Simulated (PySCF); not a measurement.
## Computed properties of SiFI, SMILES F[Si]I

SiFI, SMILES I[Si]F (connectivity only; charge and spin as stated), neutral, multiplicity 1. Geometry optimised at PBE0-D3(BJ)/def2-TZVP. The def2 effective core potentials stand for the cores of I; spin–orbit coupling is left out. One conformer was computed; it need not be the lowest. All values are computed for the isolated molecule unless a solvent is named; none is compared with measurement here.

**Structure.** The optimised structure has Cs symmetry. All 3 harmonic modes at PBE0-D3(BJ)/def2-TZVP (PySCF) are real, so it is a minimum. With heavy atoms numbered as in [Si:1]([F:2])[I:3], the shortest bond between them is Si1–F2 at 1.603 Å and the longest Si1–I3 at 2.486 Å.

**Vibrations.** The strongest infrared lines (harmonic, unscaled, degenerate partners summed) lie at 855 cm⁻¹ (150 km/mol, F 60 %, Si 40 %), 366 cm⁻¹ (103 km/mol, Si 83 %, I 12 %). The softest mode is at 190 cm⁻¹ and the zero-point energy is 2.0 kcal/mol.

**Electronic structure.** CAM-B3LYP/def2-TZVPD (PySCF) places the frontier levels at -8.72 and -1.78 eV, a gap of 6.94 eV, and gives a dipole moment of 1.20 D and a mean polarisability of 67.4 bohr³.

**Excitations.** TDDFT-CAM-B3LYP/def2-SVPD (PySCF) has S1 at 3.60 eV (344 nm, f = 0.017, weak); the most intense of the 10 singlets computed lies at 7.50 eV (f = 0.77). T1 (TDA) is at 2.34 eV. No vertical singlet excitation falls in the visible range (under 3.1 eV).
